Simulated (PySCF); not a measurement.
# Computed vibrations of Pb(NH2)2

Pb(NH2)2 (singlet). PySCF 2.14.0, RKS B3LYP, Pb def2-SVP with ECP60, N def2-SVP, H def2-SVP; non-relativistic Hamiltonian with scalar-relativistic core potentials where named; density fitting; no spin-orbit coupling. Central differences of gradients.

```xyz
7

Pb    0.0000    0.0000    0.0000
N     0.0000    0.0000    2.3413
H     0.5759    0.5759    2.9681
H    -0.5759   -0.5759    2.9681
N     0.0000    0.0000   -2.3413
H     0.5759   -0.5759   -2.9681
H    -0.5759    0.5759   -2.9681
```

Run from Python with OMP_NUM_THREADS=2. Where DIIS fails, smearing, a level shift and second-order steps follow.
It took 46 s on 2 threads of AMD EPYC (Zen 3), with other jobs on the host.

Question: What are the harmonic wavenumbers and infrared intensities?

Answer: Modes are labelled in D2d; negative numbers are unstable modes, those under 60 cm⁻¹ near the noise; a finer grid moves soft modes by up to 10 cm⁻¹.
```
cm⁻¹  km/mol  symmetry
-228       –         e
-228       –         e
 201     0.1         e
 201     0.1         e
 324   124.6        b2
 413     0.0        b1
 432     0.0        a1
 539   252.8         e
 539   252.8         e
1499     2.4        b2
1504     0.0        a1
3401    16.0        b2
3408     0.0        a1
3501     2.0         e
3501     2.0         e
```

Question: Is this a minimum?

Answer: No: 2 unstable; the lowest moves the atoms so:
```
Pb   0.01 -0.04  0.00
N    0.03  0.22  0.00
H   -0.31  0.32  0.21
H   -0.31  0.32 -0.21
N   -0.09  0.23  0.00
H    0.23  0.24  0.28
H    0.23  0.24 -0.28
```
